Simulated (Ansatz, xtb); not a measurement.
C4H3N3S: which of two isomers lies lower

Structure I is `N#Cc1ncsc1N`, a singlet and structure II is `Cc1nc(C#N)ns1`, a singlet. Both are isolated molecules in the gas phase, relaxed with B3LYP-D3(BJ)/def2-SVP; the shapes shown needn't be the lowest conformers.

I (Å):

```xyz
11

C    -0.1688   -1.0449    2.3509
C    -0.0803    0.3434    2.0502
C    -0.2992    2.5040    2.4331
C     0.4579    0.7920    0.8416
N    -0.1965   -2.1962    2.5133
N    -0.4969    1.3290    2.9179
N     0.8936    0.0404   -0.2056
S     0.4280    2.5330    0.8168
H    -0.5379    3.4436    2.9341
H     0.9948   -0.9567   -0.0447
H     1.5291    0.4460   -0.8801
```

II (Å):

```yaml
atoms:
  - { symbol: C, position_ang: [0.2564, 0.2869, -0.6116] }
  - { symbol: C, position_ang: [0.4444, 0.3873, 0.8658] }
  - { symbol: C, position_ang: [0.1579, 0.9570, 2.9558] }
  - { symbol: C, position_ang: [-0.5033, 1.6484, 4.0307] }
  - { symbol: N, position_ang: [-0.2982, 1.0969, 1.6702] }
  - { symbol: N, position_ang: [-1.0395, 2.2074, 4.8927] }
  - { symbol: N, position_ang: [1.1997, 0.1907, 3.2051] }
  - { symbol: S, position_ang: [1.7081, -0.4446, 1.7538] }
  - { symbol: H, position_ang: [1.1523, 0.6338, -1.1499] }
  - { symbol: H, position_ang: [-0.5997, 0.9089, -0.9030] }
  - { symbol: H, position_ang: [0.0643, -0.7537, -0.9167] }
```

Question: Estimate which is lower in electronic energy at CCSD(T)/def2-SVP + ΔMP2/def2-TZVPP, and by roughly how much.

Answer: The CCSD(T)/def2-SVP + ΔMP2/def2-TZVPP calculation puts structure II lower, by 2.1 kcal/mol.

How the difference moves with the method:

```json
{"level": "GFN2-xTB", "geometry": "GFN2-xTB", "E(II) − E(I) (kcal/mol)": "−6.1", "departure from the last row (kcal/mol)": "−4.0", "job, with rough time for the two": "optimisation, 0.17 s"}
{"level": "HF/STO-3G", "geometry": "GFN2-xTB", "E(II) − E(I) (kcal/mol)": "−8.0", "departure from the last row (kcal/mol)": "−5.8", "job, with rough time for the two": "single point, 0.4 s"}
{"level": "r2SCAN-D4/def2-SVP", "geometry": "GFN2-xTB", "E(II) − E(I) (kcal/mol)": "+4.7", "departure from the last row (kcal/mol)": "+6.9", "job, with rough time for the two": "single point, 3.8 s"}
{"level": "B3LYP-D3(BJ)/def2-SVP", "geometry": "B3LYP-D3(BJ)/def2-SVP", "E(II) − E(I) (kcal/mol)": "+3.7", "departure from the last row (kcal/mol)": "+5.9", "job, with rough time for the two": "optimisation, 34 s"}
{"level": "HF/def2-SVP", "geometry": "B3LYP-D3(BJ)/def2-SVP", "E(II) − E(I) (kcal/mol)": "+2.7", "departure from the last row (kcal/mol)": "+4.8", "job, with rough time for the two": "part of the CCSD(T) run"}
{"level": "MP2/def2-SVP", "geometry": "B3LYP-D3(BJ)/def2-SVP", "E(II) − E(I) (kcal/mol)": "−0.4", "departure from the last row (kcal/mol)": "+1.8", "job, with rough time for the two": "part of the CCSD(T) run"}
{"level": "CCSD(T)/def2-SVP", "geometry": "B3LYP-D3(BJ)/def2-SVP", "E(II) − E(I) (kcal/mol)": "−1.2", "departure from the last row (kcal/mol)": "+0.9", "job, with rough time for the two": "single point"}
{"level": "CCSD(T)/def2-SVP + ΔMP2/def2-TZVPP", "geometry": "B3LYP-D3(BJ)/def2-SVP", "E(II) − E(I) (kcal/mol)": "−2.1", "departure from the last row (kcal/mol)": "", "job, with rough time for the two": "single point, 65 s"}
```

As drawn, II has 1 C–C, 1 C∷N, 1 N∷S, 2 C–H in place of 1 C∷S, 1 C–N, 1 C∷C, 2 N–H (∷ is an aromatic bond).

r2SCAN-D4/def2-SVP, B3LYP-D3(BJ)/def2-SVP, HF/def2-SVP put the two in the other order. MP2/def2-SVP finds them nearly level. The largest departure from CCSD(T)/def2-SVP + ΔMP2/def2-TZVPP is that of r2SCAN-D4/def2-SVP, 6.9 kcal/mol. The last row adds to CCSD(T) the change of the MP2 difference between the two basis sets, here −0.9 kcal/mol.

With thermal terms from frequencies at re-optimised GFN2-xTB minima (ideal gas, soft modes damped towards free rotors, one conformer each, 298.15 K, 1 atm): on the last row, ΔE + ΔZPE = −2.0, ΔH = −2.0, ΔG = −2.5 kcal/mol.

The correlated steps freeze 12 core orbitals. Codes used: Ansatz 0.2.0, xtb 6.7.1; the last row on 4 threads of Arm Neoverse V1 on a shared host.
